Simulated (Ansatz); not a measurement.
Ideal-gas functions of Cl2F4Mo, SMILES `[F][Mo]([F])([F])([F])([Cl])[Cl]` at 500 K and 1 bar, from an Ansatz frequency run at PBE0-D4/def2-TZVP.

Molar mass 242.84 g/mol, point group C2v (symmetry number 2), electronic degeneracy 1, moments of inertia 349.43, 376.387, 473.128 u Å². Harmonic wavenumbers (cm⁻¹, unscaled): 95, 109, 110, 204, 218, 239, 284, 293, 299, 393, 419, 655, 671, 725, 732.

Use S(trans) = R[1.5 ln M + 2.5 ln T − 1.1517]; rotational temperatures θ = 24.2544 K / I; S(rot) = R[ln(√π/σ · √(T³/θAθBθC)) + 1.5]; for each mode x = 1.438777 ν̃/T, S = R[x/(eˣ − 1) − ln(1 − e⁻ˣ)] and H = RT x/(eˣ − 1); 1 cm⁻¹ = 0.0119627 kJ/mol; R = 8.31446 J/(mol·K).

Question: By hand: the entropy, in J/(mol·K).

Answer: Translation 188.1. Rotation: θ = 0.0694, 0.0644, 0.0513 K, giving 123.8. Vibration, mode by mode: 19.12, 17.99, 17.91, 12.86, 12.33, 11.59, 10.22, 9.98, 9.82, 7.72, 7.25, 4.18, 4.03, 3.56, 3.50, in all 152.0. Electronic 0.0. Sum 463.9 J/(mol·K).

Question: By hand: H − E and G − E in kJ/mol, counted from the electronic energy.

Answer: Zero-point energy ½ × 5446 × 0.0119627 = 32.6; thermal vibration 37.2; translation, rotation and pV give 4 RT = 16.6. H − E = 86.4 kJ/mol, and G − E = 86.4 − 500 × 463.9/1000 = -145.5 kJ/mol.

Vibration gives 33 % of the entropy, 55.0 J/(mol·K) of it from the modes under 150 cm⁻¹: soft modes count most, and the harmonic formula is weakest for them.
